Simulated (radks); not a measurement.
Spin polarisation of the 2p4 shell in O. Start: [He] 2s2 2p(up 2, down 2); electrons of 2p are moved from spin down to spin up, other shells keep equal spins. Method: scalar-relativistic Kohn-Sham, r2SCAN, spin-polarised, spherical densities, finite nucleus; meta-GGA in the generalised Kohn-Sham scheme; Fermi nuclear charge, rms radius of each element as measured or else 0.836 A^(1/3) + 0.57 fm; computed with a radial shooting solver on a logarithmic mesh with Libxc functionals.

moment (Bohr magnetons)  E - E(0) (eV)  e(2p up) (eV)  e(2p down) (eV)  2s down minus up (eV)
0                                0.000         -9.298           -9.298                  0.000
0.5                             -0.129         -9.790           -8.755                  1.042
1                               -0.518        -10.231           -8.158                  2.092
1.5                             -1.166        -10.620           -7.503                  3.155
2                               -2.077        -10.955           -6.785                  4.238

At moment 2 the spin-polarisation energy is -2.077 eV and the 2p exchange splitting 4.170 eV, that is 2.085 eV per Bohr magneton; E = -I m^2/4 would give I = 2.077 eV.
